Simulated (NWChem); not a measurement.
Setting up InSiH5O2 (SMILES [OH][InH][O][SiH3]) in NWChem

InSiH5O2: 9 atoms, total charge 0, spin state singlet. As SMILES, `[OH][InH][O][SiH3]`. The shape comes from GFN2-xTB, which is rough for such elements, and wasn't checked as a minimum. This is one conformer, not always the lowest.

```xyz
9

O    -2.1096    1.2476   -0.6262
In   -0.5459    1.6239    0.4441
O     0.8164    0.2237    0.4578
Si    0.9821   -1.3025   -0.0313
H    -2.0499    0.3973   -1.0645
H    -0.2203    3.0060    1.3241
H     2.4297   -1.5100    0.0035
H     0.4420   -1.4921   -1.3965
H     0.2555   -2.1939    0.8888
```

Settings wanted:

```yaml
task: energy
method: DFT
functional: MPWB1K
dispersion: none
basis_set: CRENBL
core_potential: CRENBL
reference: UKS
integration_grid: fine
iteration_cap: 100
symmetry: none
cdft: (1, 6, spin, 1)
module: dft
```

Question: Give an NWChem 7.3.0 job that does this.

Answer: One that was run (others would do as well):

nw.nw:
```
start nw
title "H5InO2Si"
memory total 2200 mb

geometry units angstrom noautosym nocenter noautoz
  O       -2.109620       1.247580      -0.626200
  In      -0.545870       1.623920       0.444120
  O        0.816410       0.223660       0.457840
  Si       0.982150      -1.302450      -0.031280
  H       -2.049900       0.397320      -1.064490
  H       -0.220250       3.005960       1.324090
  H        2.429650      -1.509960       0.003530
  H        0.441950      -1.492110      -1.396460
  H        0.255480      -2.193920       0.888840
end

basis spherical bse
  * library CRENBL
end

ecp bse
  O library CRENBL
  In library CRENBL
  Si library CRENBL
end

dft
  xc mpwb1k
  mult 1
  odft
  grid fine
  maxiter 100
  cdft 1 6 spin 1
  mulliken
end

task dft energy
```

```bash
$ nwchem nw.nw > nw.out
```

Calculated total energy: -96.76660 Eh. The reference is spin-contaminated (⟨S²⟩ = 0.36).
